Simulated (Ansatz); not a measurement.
CH$_{3}$FOSn from Hartree–Fock to CCSD(T)

| atom | x (Å) | y (Å) | z (Å) |
| --- | --- | --- | --- |
| F1 | 0.8696 | 1.6419 | -0.1734 |
| Sn2 | 0.9575 | 0.7134 | 1.5796 |
| C3 | -0.2772 | -0.8609 | -0.8774 |
| O4 | -0.0632 | -1.0376 | 0.3013 |
| H5 | -0.7305 | 1.1171 | 1.9954 |
| H6 | -0.0233 | 0.0951 | -1.3565 |
| H7 | -0.7330 | -1.6690 | -1.4690 |

The species carries charge 0 and has multiplicity 1. Correlated methods include outer-core shells of Sn, which these sets cover unevenly. Sn takes the def2 core potential. The bonds changed during the relaxation, so this is another structure than the one it started from. All single points use the PBE0-D4/def2-TZVP geometry. Frozen core, restricted reference, Ansatz 0.2.0.

```
     basis     HF (Eh)  MP2 corr.  CCSD corr.       (T)  CCSD(T) total
  def2-SVP  -427.09977          ?    -0.63130         ?              ?
def2-TZVPP  -427.37372          ?    -0.96809  -0.03307              ?
def2-QZVPP  -427.38647          ?           –         –              –
```

(1) Fill in the withheld values. (Estimate.)

## Answers

(1) Computed: def2-SVP MP2 corr.: -0.59998; def2-SVP (T): -0.01639; def2-SVP CCSD(T) total: -427.74746; def2-TZVPP MP2 corr.: -0.96012; def2-TZVPP CCSD(T) total: -428.37488; def2-QZVPP MP2 corr.: -1.22803.
